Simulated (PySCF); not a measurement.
## Mn(OH)2: what the settings change

Mn(OH)2: Mn(II) (d5), charge 0. The structure is a PBE0-D3(BJ)/def2-TZVP geometry optimised for multiplicity 6; coordination linear, point group C2h, metal–donor distances 1.82 Å.

```
5

Mn    0.000    0.000    0.000
O     0.000    0.000    1.824
H    -0.727    0.000    2.443
O     0.000    0.000   -1.824
H     0.727    0.000   -2.443
```

Method (PySCF 2.14, density fitting): CASSCF(5,5) with orbitals averaged over all microstates of the shell, strongly contracted NEVPT2 on the averaged canonical orbitals; basis x2c-TZVPall on the metal, x2c-SVPall elsewhere; spin-free X2C; gas phase; spin-orbit coupling by state interaction with the mean-field operator over all roots.

Base run: NEVPT2 ground state 6Ag, next a 2S+1 = 4 state (81 % 4G) at 22321, then 4Bg at 23008 cm⁻¹, B(CASSCF) 974, ζ 296 cm⁻¹, D 0.10 cm⁻¹, g 2.002 2.002 2.002, μeff(300 K) 5.92 μB.

Q: What happens with the basis x2c-TZVPall on all atoms?

A: NEVPT2 ground state 6Ag, next 4Bg at 22218, then 4Ag at 22406 cm⁻¹, B(CASSCF) 974, ζ 296 cm⁻¹, D 0.10 cm⁻¹, g 2.002 2.002 2.002, μeff(300 K) 5.92 μB. It took 5.6 s against 6.1 s on a shared host of the same kind.

Q: What happens with orbitals averaged over the highest spin alone?

A: NEVPT2 ground state 6Ag, next 4Bg at 23116, then 4Ag at 23401 cm⁻¹, B(CASSCF) 1019, ζ 307 cm⁻¹, D 0.07 cm⁻¹, g 2.002 2.002 2.002, μeff(300 K) 5.92 μB.
